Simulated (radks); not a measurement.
All-electron atom: the lanthanum ion La9+ in [Kr] 4d10 5s2 (the NIST ground configuration).

Calculated with a radial shooting solver on a logarithmic mesh with Libxc functionals: non-relativistic Kohn-Sham, PBE, spin-polarised, spherical densities, point nucleus; relativity is left out, which matters for an element this heavy.

Energy parts (Ry):
| part | energy |
|---|---|
| total | -16407.4503 |
| kinetic | 16402.4901 |
| electron-nucleus | -38396.4101 |
| Hartree | 5971.6934 |
| exchange-correlation | -385.2236 |

Orbitals (lengths in bohr, moments of r in powers of bohr; r(90%) holds 90 % of the orbital's charge):
| orbital | occ. | eigenvalue (Ry) | r(90%) | <r> |
|---|---|---|---|---|
| 1s | 2 | -2723.181 | 0.0474 | 0.02665 |
| 2s | 2 | -429.1266 | 0.175 | 0.1142 |
| 2p | 6 | -405.9351 | 0.157 | 0.09710 |
| 3s | 2 | -98.83272 | 0.438 | 0.2996 |
| 3p | 6 | -88.86036 | 0.433 | 0.2896 |
| 3d | 10 | -70.29510 | 0.406 | 0.2603 |
| 4s | 2 | -26.86135 | 0.975 | 0.6805 |
| 4p | 6 | -23.15611 | 1.02 | 0.7006 |
| 4d | 10 | -16.66041 | 1.12 | 0.7503 |
| 5s | 2 | -10.32590 | 2.03 | 1.445 |

The highest occupied level is 5s at -140.49 eV. Summed over all electrons, <r^2> = 17.20 bohr^2, which gives a Langevin (diamagnetic) susceptibility term of -13.6 x 10^-6 cm^3/mol. The electron density at the nucleus is 1.313e+05 e/bohr^3. Virial ratio -V/T = 2.00030. The density falls to 0.001 e/bohr^3 at r = 2.63 bohr.
